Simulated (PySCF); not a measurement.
**Computed structure and properties of ReOF5**

System: ReOF5 (singlet); start: displaced along the imaginary mode (C1). Method: PySCF 2.14.0, RKS r2SCAN, Re def2-SVP with ECP60, O def2-SVP, F def2-SVP; non-relativistic Hamiltonian with scalar-relativistic core potentials where named; density fitting; no spin-orbit coupling.

Input of the relaxation:

```python
mol = gto.M(atom='''
Re     0.03496    -0.00430     0.03645
O      1.39009    -0.18694     1.02877
F     -0.60836     1.30969     1.21491
F     -1.04782    -1.09354     1.11412
F      1.31872     0.19749    -1.33452
F     -0.79118     1.22722    -1.13178
F     -0.38568    -1.44114    -1.08754''',
    basis={'Re': 'def2-SVP', 'O': 'def2-SVP', 'F': 'def2-SVP'},
    ecp={'Re': 'def2-SVP'},
    charge=0, spin=0)
mf = dft.RKS(mol, xc='R2SCAN')
mf.grids.atom_grid = (50, 194)
mf = mf.density_fit()  # fitting sets: Re def2-universal-JKFIT, O def2-universal-JKFIT, F def2-universal-JKFIT
mf.conv_tol = 1e-08; mf.max_cycle = 55
mf.kernel(dm0)  # dm0: converged density of the start geometry
# quasi-Newton relaxation in Cartesian coordinates to a largest gradient under 0.00045 Eh/bohr, steps kept in the point group
```

Run from Python with OMP_NUM_THREADS=2; the lines above give its settings. Where DIIS fails, smearing, a level shift and second-order steps follow.
It took 120 s on 2 threads of Arm Neoverse V1, on a shared host, from the converged density of the start.

Course of the relaxation:

```tsv
step	energy above end (eV)	largest force component within the symmetry (eV/Å)
0	0.5363	0.491
1	0.4921	0.308
2	0.4607	0.231
3	0.4224	0.240
4	0.3763	0.245
5	0.3231	0.236
6	0.2662	0.228
7	0.1271	0.717
11	0.0053	0.157
12	0.0018	0.052
13	0.0009	0.123
14	0.0002	0.048
15	0.0000	0.019
16	0.0000	0.003
```
(The steps between are left out.)

Relaxed geometry (C4v):

```xyz
7

Re    0.0630   -0.0410    0.0412
O     1.2496   -0.7182    1.0410
F    -0.0549    1.5294    0.9968
F    -1.3390   -0.7304    1.0178
F     1.2766    0.7552   -1.0928
F    -1.2694    0.7083   -1.0758
F    -0.0152   -1.4948   -1.0878
```

| contact | Å |
| --- | --- |
| Re1–O2 (O) | 1.693 |
| Re1–F3 (F) | 1.842 |
| Re1–F4 (F) | 1.842 |
| Re1–F5 (F) | 1.842 |
| Re1–F6 (F) | 1.893 |
| Re1–F7 (F) | 1.842 |

On the finer grid (75, 302):

| Property | Result |
| --- | --- |
| HOMO | -10.63 eV |
| LUMO | -7.09 eV |
| Dipole about the centre of mass | 1.14 D |
| Set of Mulliken populations of Re1 outside the core potential | s 2.30, p 6.46, d 4.22, f 0.33 |
| D3(BJ) dispersion energy (not in the energies) | -0.034 eV |

```
atom  Mulliken (e)  Löwdin (e)  spin (e)
 Re1          1.69        0.41      0.00
  O2         -0.25        0.01      0.00
  F3         -0.28       -0.07      0.00
  F4         -0.28       -0.07      0.00
  F5         -0.28       -0.07      0.00
  F6         -0.34       -0.14      0.00
  F7         -0.28       -0.07      0.00
```

No frequency check is given for this geometry.

Rigid scan of O along the line from its metal:

| distance to O2 (Å) | energy (eV) |
| --- | --- |
| 1.39 | 4.700 |
| 1.49 | 1.708 |
| 1.59 | 0.352 |
| 1.69 | 0.000 |
| 1.79 | 0.243 |
| 1.89 | 0.824 |
| 1.99 | 1.574 |
| 2.14 | 2.806 |

Taking off one F (charge -1, singlet; the rest: singlet) in vacuum, both parts rigid, costs 14.55 eV; the small basis without counterpoise inflates it. Most of it is the attraction of opposite charges; other ways to part are cheaper, and one spin state was tried for the rest.

Rigid scan of F along the line from its metal:

distance to F3 (Å), energy (eV) and a bar:
```
     1.54      2.625 ###############
     1.64      0.960 #####
     1.74      0.199 #
     1.84      0.000 
     1.94      0.137 #
     2.04      0.469 ###
     2.24      1.385 ########
     2.54      2.810 ################
     2.94      4.265 ########################
     3.44      5.320 ##############################
```

One start shape was tried, so this needn't be the lowest isomer.
